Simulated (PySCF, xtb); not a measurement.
H4Pb, SMILES [PbH4].

xtb with GFN2-xTB at its own geometry gives an orbital gap of 5.91 eV and a dipole moment of 0.00 D.

The structure is a stationary point at PBE0-D3(BJ)/def2-TZVPD. The def2 effective core potentials stand for the cores of Pb; spin–orbit coupling is left out.

Problem. What does r2SCAN/def2-TZVPD (PySCF) give? (An estimate is asked for; the answer gives what the named calculation found.)

Solution. gap 6.88 eV (levels -8.04 and -1.16 eV), dipole 0.00 D.
